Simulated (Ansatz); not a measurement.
Stepwise reaction of `FB(Br)Br` with water, as a gas-phase model of exchange steps in deposition or etching. ΔE in kJ/mol; ΔG adds harmonic PBE0-D4 terms to CCSD(T)/CBS, at 1 bar.

Isolated molecules relaxed with PBE0-D4/def2-TZVP in Ansatz; ΔE leaves out vibrations. CBS: MP2 limit from def2 TZ/QZ plus the TZ coupled-cluster correction, frozen cores. This one scheme is used for every species. Functionals use def2-TZVPP. B3LYP here is the variant with VWN-RPA as its local correlation; programs differ in this. For Br outer-core shells are correlated without core-valence functions, which leaves a few kJ/mol of doubt a bond. Scalar relativity is left out up to krypton. Each species was taken in one conformer, which may not be the lowest.

| step | reaction | PBE-D4 | B3LYP-D4 | ωB97M-V | CCSD(T)/CBS | ΔG(500 K) |
| --- | --- | --- | --- | --- | --- | --- |
| 2 | `OB(F)Br` + H₂O → `OB(O)F` + HBr | -48.8 | -58.6 | -57.1 | -51.8 | -51.1 |

Task: Give the row of step 1, `FB(Br)Br` + H₂O → `OB(F)Br` + HBr. (Estimate.)

Result: Ansatz gave: 
| step | reaction | PBE-D4 | B3LYP-D4 | ωB97M-V | CCSD(T)/CBS | ΔG(500 K) |
| --- | --- | --- | --- | --- | --- | --- |
| 1 | `FB(Br)Br` + H₂O → `OB(F)Br` + HBr | -63.8 | -73.1 | -73.2 | -64.3 | -65.9 |

Task: By hand: ΔE of the 2 steps together at CCSD(T)/CBS.

Result: (-64.3) + (-51.8) = -116.1 kJ/mol, or -58.0 kJ/mol a step.

In ΔE each step is higher than the one before. All are downhill at CCSD(T)/CBS. ΔG lies between -65.9 and -51.1 kJ/mol a step. PBE-D4 differs from CCSD(T)/CBS by 0.5 to 3.0 kJ/mol a step. Isolated molecules leave out the surface, adducts and barriers. Largest T1 diagnostic: 0.012.
